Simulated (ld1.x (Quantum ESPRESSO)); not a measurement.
# What the settings do to the TM potential of N (Z = 7)

Base potential:

- Element: N (Z = 7)
- Generator: ld1.x (Quantum ESPRESSO) 7.5
- Type: norm-conserving Troullier–Martins (Kleinman–Bylander form)
- Functional: PBEsol
- Relativity: scalar-relativistic
- Frozen core: [He]
- Valence charge: 5
- Reference configuration: 2s2 2p3
- Partial waves: 2p (bound): rc 1.25 bohr; 2s (bound): rc 0.95 bohr
- Local potential: the s channel
- Core correction: Bessel-smoothed model core, default radius (core density twice the valence density)

Cutoffs, loose and tight: the cutoffs (Ry, on a coarse ladder) from which the occupation-weighted sum of valence levels, in a spherical-Bessel basis at the reference potential, stays within 10 and 1 mRy of its value at 400 Ry. They do not see the model core or the augmentation charge, which bear on the density cutoff. Test errors are all-electron minus pseudo excitation energies from the reference, over the configurations 2s2 2p2; 2s2 2p1; 2s2 2p0; 2s1 2p0; 2s1 2p3; 2s1 2p4; 2s0 2p5. A dash means not determined; rows that change the core or the reference have their own tests.

| change | outcome | cutoff, loose | cutoff, tight | bound ghosts | largest test error (meV) |
| --- | --- | --- | --- | --- | --- |
| base | generated | 70 Ry | 140 Ry | none | +499 |
| wave 2p (bound): rc 1.25 bohr becomes 2p (bound): rc 0.84 bohr | generated | 120 Ry | 160 Ry | none | +139 |
| wave 2p (bound): rc 1.25 bohr becomes 2p (bound): rc 1.06 bohr | generated | 90 Ry | 160 Ry | none | +276 |
| wave 2p (bound): rc 1.25 bohr becomes 2p (bound): rc 1.26 bohr | generated | 70 Ry | 140 Ry | none | +499 |
| wave 2p (bound): rc 1.25 bohr becomes 2p (bound): rc 1.48 bohr | generated | 55 Ry | 140 Ry | none | +921 |
| wave 2p (bound): rc 1.25 bohr becomes 2p (bound): rc 1.88 bohr | generated | 50 Ry | 140 Ry | none | +2041 |

(1) What comes out with this change to the base: wave 2p (bound): rc 1.25 bohr becomes 2p (bound): rc 1.62 bohr?

Answers

(1) outcome: generated; cutoff, loose: 55 Ry; cutoff, tight: 140 Ry; bound ghosts: none; largest test error (meV): +1202.

Reading the sweep of the p radius (base included, trends over the rows without a ghost): The loose cutoff falls from 120 Ry at 0.84 to 50 Ry at 1.88 bohr. A larger radius leaves more room for a smooth pseudo-wave, so fewer plane waves are needed; a smaller one forces it to follow the all-electron wave where it bends sharply. The median size of the test errors (rows with all tests solved) rises from 3.2 meV at 0.84 to 50.9 meV at 1.88 bohr, with one reversal. More of the atom is replaced by a form fitted at one configuration, so other configurations suffer as the radius grows.
